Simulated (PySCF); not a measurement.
Run record: geometry optimisation, `C[C@@H]1COBO1`.

Computed with PBE0-D3(BJ)/def2-SVP geometry optimisation, gas phase (PySCF 2.14.0). Start geometry: GFN2-xTB. The command runs a driver script over a list of jobs; the input below is this job's line of settings and its coordinates in Å.

Command:
```bash
OMP_NUM_THREADS=1 python probes_run.py task.json out
```

Input:
```
{"job": {"xc": "PBE0", "basis": "def2-SVP", "d3": "d3bj", "grid": 1, "shake": 0.01, "kind": "geom"}, "charge": 0, "multiplicity": 1}
C     -1.412890    -0.730540    -0.318390
C     -0.248990    -0.254920     0.512230
C      0.200310     1.190510     0.175110
O      1.580250     1.058450    -0.288130
B      1.885630    -0.263580    -0.248530
O      0.891480    -1.045370     0.229130
H     -1.199840    -0.592370    -1.380530
H     -1.626190    -1.747350    -0.128180
H     -2.312350    -0.108120    -0.054030
H     -0.477610    -0.367100     1.591080
H      0.210340     1.843500     1.070180
H     -0.383650     1.647240    -0.597300
H      2.899340    -0.647240    -0.572970
```

Output:
```
step   0  E = -293.36516817  max force = 0.041030
step   1  E = -293.36980820  max force = 0.008630
step   2  E = -293.37139580  max force = 0.003987
step   3  E = -293.37157916  max force = 0.001184
step   4  E = -293.37160651  max force = 0.000498
step   5  E = -293.37162564  max force = 0.000836
step   6  E = -293.37163183  max force = 0.000869
step   7  E = -293.37162756  max force = 0.000747
step   8  E = -293.37162110  max force = 0.000351
step   9  E = -293.37161167  max force = 0.000383
step  10  E = -293.37161990  max force = 0.000190
optimisation converged
```

Energies in Eh; «max force» is the largest Cartesian gradient component in Eh/bohr.

Problem. How much energy does the optimisation release, in kJ/mol?

Solution. E(step 0) − E(last step) = 0.006452 Eh, which is 16.9 kJ/mol.

Problem. Give the first gradient maximum in eV/Å.

Solution. With 1 Eh/bohr = 51.422 eV/Å, 2.110 eV/Å.

In short: final energy -293.37162 Eh after 10 steps; dipole 2.51 D.

Problem. Where do the atoms end?

Solution. 0.101 Å rms from the input after alignment:
```
atom  x, y, z in Å
C1    -1.2721   -0.8586   -0.6064
C2    -0.2792   -0.3279    0.4004
C3     0.0265    1.1814    0.2675
O4     1.4402    1.2799    0.2271
B5     1.9443    0.0167    0.1731
O6     0.9936   -0.9535    0.2321
H7    -0.9417   -0.6303   -1.6316
H8    -1.3730   -1.9489   -0.5100
H9    -2.2628   -0.4048   -0.4496
H10   -0.6300   -0.5638    1.4207
H11   -0.3629    1.7696    1.1127
H12   -0.3940    1.6019   -0.6624
H13    3.1178   -0.2173    0.0824
```

On one thread, Arm Neoverse V1 (aarch64), shared host, this took 52 s wall and 0.50 GiB of memory at its peak.
Labels such as C1 count atoms from 1, the log's own numbers from 0.
